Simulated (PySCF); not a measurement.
silene cation (CH₄Si), SMILES C=[SiH2] (connectivity only; charge and spin as stated), charge +1, multiplicity 2. The structure is a stationary point at PBE-D3(BJ)/def2-TZVP. The multiplicity is an assumed one; other spin states were not compared.

Level of theory: PBE-D3(BJ)/def2-TZVP run with PySCF 2.14.0.

Harmonic wavenumbers (cm⁻¹): 314, 489, 608, 777, 818, 828, 909, 1349, 2230, 2284, 3057, 3161. Rotational constants (GHz): 99.11, 13.46, 11.85; symmetry number 2.

Work out the zero-point energy and the ideal-gas rigid-rotor harmonic-oscillator thermochemistry at 298.15 K and 1 atm.

ZPE = ½ Σ hcν = ½ × 16823 cm⁻¹ = 100.63 kJ/mol. H − E(el) = 113.38 kJ/mol. Entropy in J/(mol K): translation 155.98, rotation 80.20, vibration 13.50, spin 5.76, total 255.44. G − E(el) = 37.22 kJ/mol. Cp = 60.35 J/(mol K).
